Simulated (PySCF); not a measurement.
**From computed data to an observable: chemical shift, span and skew from a shielding tensor**

C₂H₅B, SMILES BC=C. Atoms are numbered in the order given.

```xyz
8

B     -0.2060    -1.3471     0.0000
H     -1.3991    -1.3933     0.0000
H      0.4169    -2.3638     0.0000
C      0.4841     0.0240     0.0000
C     -0.2293     1.1597     0.0000
H      1.5681     0.1114     0.0000
H      0.2286     2.1440     0.0000
H     -1.3138     1.1344     0.0000
```

Geometry optimised at B3LYP-D3(BJ)/def2-TZVP.

GIAO shieldings from PBE0/pcSseg-2 run with PySCF, non-relativistic, no solvent. The symmetric part of the tensor of C4 has the principal values -102.4, 7.7, 184.6 ppm. The same nucleus in TMS has σ = 186.1 ppm at this level (PySCF, at its B3LYP-D3(BJ)/def2-TZVP geometry).

Problem. Work out the isotropic shielding, the ¹³C shift against TMS, the span and the skew.

Solution. 
σ(iso) = (σ11 + σ22 + σ33)/3 = 30.0 ppm. δ = σ(ref) − σ(iso) = 186.1 − (30.0) = 156.1 ppm.
Span Ω = σ33 − σ11 = 287.0 ppm. Skew κ = 3(σ(iso) − σ22)/Ω = 0.23. Tumbling in solution averages the tensor to δ; in a static solid the shielding alone would spread this spin-1/2 line over Ω.
